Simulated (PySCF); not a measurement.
C₅H₇F, SMILES CC1=CC[C@@H]1F. Geometry optimised at PBE-D3(BJ)/def2-SVP. The structure was generated by enumeration; whether it is a known compound was not checked.

These are PBE-D3(BJ)/def2-SVP run with PySCF values and carry that method's errors.

Harmonic wavenumbers (cm⁻¹): 145, 181, 207, 300, 416, 559, 651, 760, 842, 910, 920, 945, 1003, 1009, 1055, 1111, 1154, 1175, 1207, 1274, 1318, 1339, 1392, 1398, 1406, 1677, 2956, 2960, 2975, 3030, 3038, 3072, 3115. Rotational constants (GHz): 4.906, 3.616, 2.265; symmetry number 1.

**Question.** Work out the zero-point energy and the ideal-gas rigid-rotor harmonic-oscillator thermochemistry at 298.15 K and 1 atm.

**Answer.** ZPE = ½ Σ hcν = ½ × 45499 cm⁻¹ = 272.15 kJ/mol. H − E(el) = 290.91 kJ/mol. Entropy in J/(mol K): translation 164.31, rotation 110.81, vibration 49.09, total 324.21. G − E(el) = 194.24 kJ/mol. Cp = 101.24 J/(mol K). Modes under 150 cm⁻¹ make the vibrational entropy uncertain.
